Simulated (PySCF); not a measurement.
SiFHI2, SMILES F[SiH](I)I. Heavy atoms are numbered as in [SiH:1]([F:2])([I:3])[I:4]. Hydrogens are named by the atom that carries them.

Coordinates come from a PBE0-D3(BJ)/def2-SVP optimisation. The def2 effective core potentials stand for the cores of I; spin–orbit coupling is left out.

Computed with r2SCAN/def2-TZVP run with PySCF.

ESP charges are fitted to the potential on shells at 1.4 to 2.0 van der Waals radii. Atomic charges (e), one atom of each kind:

| atom | ESP fit | Löwdin |
|---|---|---|
| Si1 (SiH) | -0.16 | -0.39 |
| F2 | -0.05 | 0.00 |
| I3 | 0.04 | 0.21 |
| H on Si1 | 0.12 | -0.03 |

Give the Mayer and Wiberg (Löwdin basis) orders of the bonds. (The exact figures need the calculation; the answer reports its results.)


```json
[
 {"bond": "Si1–F2", "Mayer": "1.12", "Wiberg": "1.73"},
 {"bond": "Si1–I3", "Mayer": "1.20", "Wiberg": "1.75"},
 {"bond": "Si1–I4", "Mayer": "1.20", "Wiberg": "1.75"}
]
```
